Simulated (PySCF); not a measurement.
Unknowns

Calculated, not measured (PySCF 2.14.0 with density-fitted response routines): coordinates at the GFN2-xTB level, PBE0/pcSseg-1 with gauge-including orbitals. One computed conformer, one averaged value for each set of equivalent atoms, gas phase, non-relativistic Hamiltonian.

References, each an isolated molecule treated in the same way: $^{1}$H (31.72 ppm), $^{13}$C (186.93 ppm) vs TMS. Splittings of carbon signals by F and P are missing where no couplings were computed. Where no couplings were computed, multiplicities follow the n + 1 count of equivalent neighbours, and m marks all less simple cases (inequivalent or close neighbours, rings, F or P nearby). Shifts are as computed. Against solution values, carbons near 30 ppm lie about +3 ppm off and those near 130 ppm about +5 ppm. Of 1309 compounds with measured shifts, 239 miss one by over three times the rms of a fit or turn the order of signals round; such compounds aren't used in these exercises. OH and NH positions are gas-phase values without hydrogen bonding to other molecules.

Problem. C4HF5. $^{1}$H NMR (400 MHz, computed): δ 5.65 (m, 1H). $^{13}$C{$^{1}$H} NMR (computed): δ 150.0 (C), 143.2 (C), 121.9 (C), 95.7 (CH). Give a structure.

Solution. `FC1=C(F)C(F)(F)[C@@H]1F`. The formula gives 2 degrees of unsaturation (1 ring in the answer). 4 carbon signals for 4 carbons: no two carbons are equivalent. Carbon types of the structure: 3 × C, 1 × CH, which accounts for all hydrogens. δC 150.0, 143.2: fully substituted alkene carbon; an sp2 carbon of a C=C bond. δC 121.9: allylic fully substituted sp3 carbon bonded to 2 F; 2 electronegative neighbours deshield it. δC 95.7: allylic sp3 CH bonded to F; deshielded by the electronegative neighbour. δH 5.65: hydrogen on an allylic sp3 CH bonded to F; its carbon carries F, hence the downfield position.

This is the structure that produced the data.

Problem. C3H6F2O2Si. $^{1}$H NMR (400 MHz, computed): δ 5.86 (m, 1H), 5.09 (t, 2H), 2.99 (br s, 1H), 2.75 (t, 2H). $^{13}$C{$^{1}$H} NMR (computed): δ 209.5 (C), 118.6 (CH), 33.2 (CH2). Identify the compound.

Solution. `O=C(C[SiH2]O)C(F)F`. Rings plus π bonds: 1 (no ring in the answer). 3 carbon signals for 3 carbons: no two carbons are equivalent. Carbon types of the structure: 1 × C, 1 × CH, 1 × CH2, leaving 3 H on heteroatoms. δC 209.5: ketone carbonyl carbon; the double bond to the heteroatom, with no lone-pair donor beside it, deshields it most. δC 118.6: sp3 CH bonded to 2 F, α to a carbonyl; 2 electronegative neighbours deshield it. δC 33.2: sp3 CH2 bonded to Si, α to a carbonyl; the adjacent C=O deshields it moderately. δH 5.86: hydrogen on an sp3 CH bonded to 2 F, α to a carbonyl; its carbon carries F, an electronegative neighbour.

The shifts were computed for this structure.

Problem. C4HF5. $^{1}$H NMR (600 MHz, computed): δ 5.62 (m, 1H). $^{13}$C{$^{1}$H} NMR (computed): δ 155.4 (C), 130.1 (C), 90.0 (CH), 80.2 (C). Give a structure.

Solution. `FC1=C[C@@]1(F)C(F)(F)F`. Rings plus π bonds: 2 (1 ring in the answer). 4 carbon signals for 4 carbons: no two carbons are equivalent. Carbon types of the structure: 3 × C, 1 × CH, which accounts for all hydrogens. δC 155.4: fully substituted alkene carbon; an sp2 carbon of a C=C bond. δC 130.1: CF3 carbon; 3 electronegative neighbours deshield it. δC 90.0: alkene CH. δC 80.2: three-membered-ring carbon; pulled downfield by the heteroatom.

This is the structure that produced the data.
